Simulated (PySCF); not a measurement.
Nb(NH)(F)2(OH) (F2H2NNbO), SMILES [NH]=[Nb]([OH])([F])[F], multiplicity 1. Coordinates come from a PBE-D3(BJ)/def2-SVP optimisation. The multiplicity is an assumed one; no other spin state was optimised. The structure was generated by enumeration; whether it is a known compound was not checked. The def2 effective core potentials stand for the cores of Nb; spin–orbit coupling is left out. The values are those of a single conformer.

All values below come from PySCF with PBE-D3(BJ)/def2-SVP.

Harmonic wavenumbers (cm⁻¹): 162, 174, 203, 233, 240, 414, 497, 515, 623, 667, 693, 738, 996, 3556, 3769. Rotational constants (GHz): 3.208, 3.109, 2.776; symmetry number 1.

Q: Work out the zero-point energy and the ideal-gas rigid-rotor harmonic-oscillator thermochemistry at 298.15 K and 1 atm.

A: ZPE = ½ Σ hcν = ½ × 13480 cm⁻¹ = 19.27 kcal/mol. H − E(el) = 24.18 kcal/mol. Entropy in cal/(mol K): translation 41.17, rotation 26.85, vibration 14.32, total 82.34. G − E(el) = -0.37 kcal/mol. Cp = 24.89 cal/(mol K).
